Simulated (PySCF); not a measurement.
Ranking problems on computed properties.

Each SMILES stands for a single optimised conformer of the isolated species, non-relativistic unless stated; the electronic structure was computed with PySCF and density fitting.

The conformers computed, where there is a choice (atom-mapped SMILES and torsion angles):
- `[CH3:1][O:2][SiH:3]([O:4][CH3:5])[C:6]([F:7])([F:8])[C:9]([F:10])([F:11])[F:12]`: C1–O2–Si3–O4 168°, O2–Si3–O4–C5 56°, O2–Si3–C6–F7 -75°, Si3–C6–C9–F10 166°
- `[CH2:1]=[CH:2][Si@@H:3]([O:4][SiH3:5])[Si@H:6]([CH3:7])[PH2:8]`: C1–C2–Si3–O4 -4°, C2–Si3–O4–Si5 44°, C2–Si3–Si6–C7 124°, H–P8–Si6–Si3 -160°, H–P8–Si6–Si3 -67°
- `[CH3:1][CH2:2][CH2:3]/[C:4]([CH3:5])=[C:6](\[CH3:7])[CH2:8][CH3:9]`: C1–C2–C3–C4 -179°, C2–C3–C4–C5 -83°, C4–C6–C8–C9 97°
- `[CH3:1][c:2]1[cH:3][p:4][c:5]([Cl:6])[cH:7][c:8]1[CH:9]=[O:10]`: C7–C8–C9–O10 0°
- `[CH3:1][C@@H:2]1[SiH2:3][CH2:4][C@H:5]1[C:6]([F:7])([F:8])[F:9]`: C4–C5–C6–F7 56°
- `[CH3:1][S:2][Si@@H:3]([OH:4])[C:5]#[C:6][CH2:7][SiH3:8]`: C1–S2–Si3–O4 -176°, H–O4–Si3–S2 27°
- `[F:1][C:2]([F:3])([F:4])/[P:5]=[P:6]/[c:7]1[cH:8][cH:9][cH:10][o:11]1`: F1–C2–P5–P6 -128°, P5–P6–C7–C8 179°
- `[CH2:1]=[CH:2][c:3]1[c:4]([OH:5])[cH:6][cH:7][cH:8][c:9]1[CH2:10][F:11]`: C1–C2–C3–C4 49°, C8–C9–C10–F11 -4°, H–O5–C4–C3 2°
- `[CH2:1]=[CH:2][P-:3][PH2:4]`: C1–C2–P3–P4 180°, H–P4–P3–C2 -135°, H–P4–P3–C2 134°

The conformers of `CCCC1CCCCC1` and `CC(=S)[Si@H]1CC[SiH2]O1` aren't listed.

Question: Rank by HOMO–LUMO gap, lowest first (PBE0/pcSseg-1 at GFN2-xTB geometries).
A. `Cc1cpc(Cl)cc1C=O`
B. `CCC/C(C)=C(\C)CC`
C. `C=C[Si@@H](O[SiH3])[Si@H](C)P`
D. `CS[Si@@H](O)C#CC[SiH3]`
E. `C[C@@H]1[SiH2]C[C@H]1C(F)(F)F`
F. `CO[SiH](OC)C(F)(F)C(F)(F)F`
G. `CCCC1CCCCC1`

Answer: A (4.52 eV), D (6.28 eV), C (6.69 eV), B (6.97 eV), E (8.05 eV), F (8.99 eV), G (9.64 eV).

Question: By how much do the two ends of that ranking differ?

Answer: By 5.12 eV, between `CCCC1CCCCC1` and `Cc1cpc(Cl)cc1C=O`.

Question: Rank by dipole moment, lowest first (PBE0/pcSseg-1 at GFN2-xTB geometries).
A. `C=C[Si@@H](O[SiH3])[Si@H](C)P`
B. `C=Cc1c(O)cccc1CF`
C. `FC(F)(F)/P=P/C1=CC=CO1`
D. `CO[SiH](OC)C(F)(F)C(F)(F)F`
E. `Cc1cpc(Cl)cc1C=O`
F. `CS[Si@@H](O)C#CC[SiH3]`

Answer: A (0.91 D), B (2.22 D), D (2.61 D), F (2.91 D), E (3.94 D), C (4.91 D).

Question: Rank by HOMO energy, lowest first (PBE0/pcSseg-1 at GFN2-xTB geometries).
A. `C=C[Si@@H](O[SiH3])[Si@H](C)P`
B. `C=Cc1c(O)cccc1CF`
C. `FC(F)(F)/P=P/c1ccco1`
D. `CC1=C(C=O)C=C(Cl)P=C1`
E. `CC(=S)[Si@H]1CC[SiH2]O1`

Answer: D (-7.41 eV), A (-7.26 eV), C (-6.95 eV), B (-6.55 eV), E (-6.30 eV).

Question: Rank by smallest rotational constant, highest first (GFN2-xTB).
A. `FC(F)(F)/P=P/c1ccco1`
B. `C=C[Si@@H](O[SiH3])[Si@H](C)P`
C. `[SiH2]1C[C@H]([C@@H]1C)C(F)(F)F`
D. `C=CC1=C(O)C=CC=C1CF`
E. `C(C/C(C)=C(\C)CC)C`
F. `P[P-]C=C`

Answer: F (2.021 GHz), C (0.824 GHz), E (0.750 GHz), D (0.610 GHz), B (0.478 GHz), A (0.374 GHz).

Question: Give the two extremes of that set in cm⁻¹.

Answer: `FC(F)(F)/P=P/c1ccco1`: 0.0125 cm⁻¹; `C=C[P-]P`: 0.0674 cm⁻¹.
